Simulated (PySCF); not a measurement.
C4H10OSi.
Structure used (PBE0-D3(BJ)/def2-SVP), in Å, numbered top down from 1:
```xyz
16
C4H10OSi angstrom
C      2.9872   -0.1046   -0.0851
C      1.8316   -0.7404   -0.2809
C      0.5410   -0.0863   -0.6651
C     -0.5484   -0.2543    0.4008
Si    -2.1974    0.5124   -0.0749
O     -3.3716    0.2485    1.0808
H      3.8934   -0.6404    0.2093
H      3.0708    0.9797   -0.2158
H      1.7905   -1.8280   -0.1333
H      0.7191    0.9847   -0.8615
H      0.1864   -0.5203   -1.6184
H     -0.2074    0.1935    1.3515
H     -0.7185   -1.3243    0.6158
H     -2.7149   -0.1163   -1.3237
H     -1.9967    1.9807   -0.3123
H     -3.2623    0.6980    1.9229
```

The closed-shell ground state was solved at several levels (PySCF, density fitting, gas phase, non-relativistic).

| level | basis functions | HOMO (eV) | LUMO (eV) | gap (eV) | dipole (D) |
| --- | --- | --- | --- | --- | --- |
| PBE0/pcSseg-1 | 159 | -7.43 | 0.31 | 7.74 | 1.51 |
| CAM-B3LYP/pcSseg-2 | 363 | -8.77 | 0.83 | 9.60 | 1.46 |

Problem. What might B3LYP/def2-SVPD (207 basis functions) give for the same quantities?

Solution. HOMO -7.23 eV, LUMO -0.24 eV, gap 6.99 eV, dipole 1.39 D.

Problem. Over all these levels, which gives the widest orbital gap and which the narrowest?

Solution. CAM-B3LYP/pcSseg-2 (range-separated hybrid) has the widest, 9.60 eV, and B3LYP/def2-SVPD (global hybrid, 20 % exact exchange) the narrowest, 6.99 eV. Functional and basis both differ between the two, so the spread mixes both effects.

Problem. How far do the dipole and the HOMO energy spread over the levels?

Solution. The dipole runs from 1.39 to 1.51 D (mean 1.46 D) and the HOMO from -8.77 to -7.23 eV.

One conformer stands for the species.
